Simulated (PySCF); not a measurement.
A GIAO shielding run with PySCF 2.14 (density fitting, non-relativistic, gas phase) on SMILES C/C=C1/[SiH2][C@@H](C(C)=S)[C@@H]1F, C₇H₁₁FSSi:

```
$ OMP_NUM_THREADS=1 python probes_run.py task.json out

{"job": {"kind": "nmr", "xc": "PBE0", "basis": "pcSseg-1"}, "charge": 0, "multiplicity": 1}
C      3.450892     0.094205     0.638502
C      2.532829     0.126614    -0.533298
C      1.205688     0.133259    -0.472452
Si    -0.234793     0.217291    -1.676183
C     -1.049955     0.332317     0.105269
C     -2.082691    -0.667355     0.345589
C     -3.496759    -0.236307     0.134541
S     -1.733180    -2.216114     0.739892
C      0.322212     0.115090     0.758201
F      0.615813     1.115224     1.662681
H      2.902495     0.059450     1.574543
H      4.105124    -0.774905     0.571412
H      4.082307     0.982385     0.635213
H      3.012801     0.150970    -1.504513
H     -0.595627    -1.001458    -2.390369
H     -0.445149     1.427698    -2.467120
H     -1.416272     1.339282     0.306284
H     -3.788242     0.462791     0.920001
H     -4.168174    -1.090454     0.162155
H     -3.598791     0.277960    -0.821431
H      0.370551    -0.831000     1.310613
```

Hardware: 1 thread of an Arm Neoverse V1, shared host. The job also computes population analyses, field gradients, ring-centre shieldings.

Q: How large is the calculation?

A: 92 electrons, 239 basis functions and 1282 auxiliary functions.

Q: How long does it take, and how much memory does it need?

A: 77 s of wall time, with 14 SCF cycles and 5 response iterations; peak memory 1.2 GiB. Times on a shared host scatter by some tens of per cent.
